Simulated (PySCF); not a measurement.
# Mg: excitation energy

Mg [Ne] 3s2 (1S) → Mg [Ne] 3s1 3p1 (3P), as a difference of total energies. Computed with PySCF 2.14 in aug-cc-pCVDZ (6s5p3d, 36 functions), with the non-relativistic Hamiltonian (point nucleus). Correlated levels: valence and next inner shell: 1s2 frozen. The calculations carry no spin-orbit coupling.

```
                                method  excitation energy (eV)
                                   UHF                   1.800
    MP2 (valence and next inner shell)                   2.397
SCS-MP2 (valence and next inner shell)                   2.536
   CCSD (valence and next inner shell)                   2.606
CCSD(T) (valence and next inner shell)                   2.622
```

Question: How much does correlation contribute at CCSD(T) (valence and next inner shell)?

Answer: 2.622 − (1.800) = 0.822 eV, measured against UHF.

Errors of the correlated levels include the incompleteness of this basis and the frozen core.

For comparison: 2.714 eV (measured; NIST levels, between the centres of gravity of the two terms).
